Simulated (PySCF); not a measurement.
Compound: C3H5ClSSi.
SMILES with atom numbers: `[CH:1]#[C:2][Si@H:3]([Cl:4])[S:5][CH3:6]` (hydrogens: H7 on C1; H8 on Si3; H9, H10, H11 on C6)

Geometry (GFN2-xTB, Å), atoms numbered from 1 in this order:
```
atom  x, y, z in Å
C1    -2.141   -1.356   -0.267
C2    -1.582   -0.329    0.013
Si3   -0.644    1.225    0.374
Cl4   -1.694    2.839   -0.196
S5     1.177    1.168   -0.775
C6     1.859   -0.416   -0.193
H7    -2.648   -2.248   -0.501
H8    -0.321    1.270    1.795
H9     2.094   -0.348    0.864
H10    2.765   -0.592   -0.764
H11    1.141   -1.210   -0.375
```

Method: TDDFT CAM-B3LYP/def2-SVPD, vertical, gas phase, core orbitals frozen in the response in PySCF 2.14.0, density-fitted response routines.

Transition dipole moments from the ground state, in atomic units and in the frame of the coordinates above (overall signs are arbitrary), for the states with f of 0.002 or more among the lowest 7:

```
state  E (hartree)      μx      μy      μz
   S1       0.1944   0.091   0.150   0.077
   S2       0.2156   0.154   0.112   0.130
   S3       0.2193  -0.210  -0.059  -0.063
   S4       0.2301   0.045   0.162   0.025
   S5       0.2329  -0.101   0.056   0.065
   S6       0.2401   0.033   0.128   0.108
   S7       0.2515  -0.183  -0.131   0.013
```

Problem. What oscillator strength does each state have?

Solution. f = (2/3) ΔE |μ|² with ΔE in hartree (27.2114 eV).

| state | \|μ\|² (au) | \|μ\| (D) | f |
| --- | --- | --- | --- |
| S1 | 0.037 | 0.49 | 0.005 |
| S2 | 0.053 | 0.59 | 0.008 |
| S3 | 0.052 | 0.58 | 0.008 |
| S4 | 0.029 | 0.43 | 0.004 |
| S5 | 0.018 | 0.34 | 0.003 |
| S6 | 0.029 | 0.43 | 0.005 |
| S7 | 0.051 | 0.57 | 0.009 |

Problem. How is the summed strength of these states shared among x, y and z?

Solution. (2/3) Σ ΔE μα² gives 0.019 for x, 0.015 for y and 0.006 for z, 0.040 in all.

The run took 57 s (grids of density and orbitals included) on Arm Neoverse N1, one thread, no GPU (shared host), and the process peaked at 0.75 GiB of memory.

One conformer stands for the species.
